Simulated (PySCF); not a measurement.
# What a mistake does to a calculation on GeH5O2Si cation

These are calculations, not measurements. The program is PySCF 2.14.0, an open-source quantum chemistry code, run on an isolated molecule that a program drew, which may never have been made. The molecule is GeH5O2Si cation (charge +1, singlet), drawn as the SMILES string `O[SiH2][GeH+][OH]`.

Each row is a Hartree-Fock (HF) and frozen-core CCSD(T) single point in the cc-pV(D+d)Z basis, meant for a local HF minimum. Run 1 is clean. Each other run has one planted mistake out of seven kinds, and not every kind appears here: one electron removed, one electron added, multiplicity raised by two, geometry at a saddle point, minimal basis STO-3G, one bond length entered in bohr, all coordinates scaled. The reference is restricted for singlets and unrestricted otherwise, and also for a bond in bohr. Adding or removing an electron swaps singlet and doublet. Electrons count all cores. HOMO and LUMO are orbital energies over both spins, the gradient is its largest component, and the lowest frequency (negative if imaginary) is given only where the gradient is small. Bond lengths are over the 8 bonds as drawn. T1 is the CCSD diagnostic: over 0.02 (restricted) or 0.045 (unrestricted) a single reference is doubtful. Germanium has the cc-pVDZ-PP basis, with a core potential (ECP10MDF) in place of its 10 inner electrons, and its 3s, 3p and 3d shells are frozen in CCSD(T).

Geometry of the clean run:
```xyz
9
GeH5O2Si cation, angstrom
O    -0.0056    1.7831    0.5418
Si    0.0952    0.7912   -0.7232
Ge    0.4932   -1.4301    0.3426
O    -0.5774   -1.7162    1.6562
H    -0.8056    2.0383    0.9834
H     1.3141    1.0159   -1.4933
H    -1.1308    0.5539   -1.4890
H     1.4541   -2.5986    0.1490
H    -0.5349   -2.5106    2.1794
```

| run | electrons | basis functions | <S^2> | HOMO (eV) | LUMO (eV) | gradient (hartree/bohr) | lowest frequency (cm^-1) | mean bond (Å) | longest bond (Å) | T1 | HF (hartree) | CCSD(T) (hartree) | mistake |
|---|---|---|---|---|---|---|---|---|---|---|---|---|---|
| 1 | 66 | 99 | 0.000 | -16.44 | -4.77 | 9.6e-06 | 34 | 1.5219 | 2.496 | 0.0183 | -734.75696 | -735.35652 | no fault |
| 2 | 67 | 99 | 0.771 | -6.26 | 2.50 | 5.6e-02 | - | 1.5219 | 2.496 | 0.0154 | -734.95879 | -735.56424 | one electron added |
| 3 | 66 | 99 | 2.014 | -12.73 | -8.09 | 4.6e-02 | - | 1.5219 | 2.496 | 0.0255 | -734.62198 | -735.21579 | multiplicity raised by two |
| 4 | 66 | 99 | 0.764 | -16.45 | -4.93 | 3.4e-02 | - | 1.6274 | 2.496 | 0.0690 | -734.60748 | -735.20484 | one bond length entered in bohr |
| 5 | 66 | 99 | 0.000 | -16.19 | -4.86 | 4.7e-02 | - | 1.6223 | 2.660 | 0.0223 | -734.72254 | -735.33861 | ? |
| 6 | 65 | 99 | 0.805 | -22.63 | -13.44 | 8.7e-02 | - | 1.5219 | 2.496 | 0.0690 | -734.19301 | -734.78290 | ? |

**Which mistake was planted in run 5, and what did it cost?**

The mean and the longest bond both change by the same factor, 1.066, and the gradient is no longer small. So the mistake is: all coordinates scaled. Subtracting run 1 and multiplying by 627.51 kcal/mol a hartree, the energy moved by 21.6 kcal/mol in HF and 11.2 kcal/mol in CCSD(T).

**Which mistake was planted in run 6, and what did it cost?**

It counts 65 electrons, one fewer than the clean run, at the same geometry and basis. So the mistake is: one electron removed. Subtracting run 1 and multiplying by 627.51 kcal/mol a hartree, the energy moved by 353.9 kcal/mol in HF and 360.0 kcal/mol in CCSD(T).

Cautions from the logs. Run 4: T1 is over the limit, so its CCSD(T) energy is less reliable; run 5: T1 is over the limit, so its CCSD(T) energy is less reliable; run 6: T1 is over the limit, so its CCSD(T) energy is less reliable.
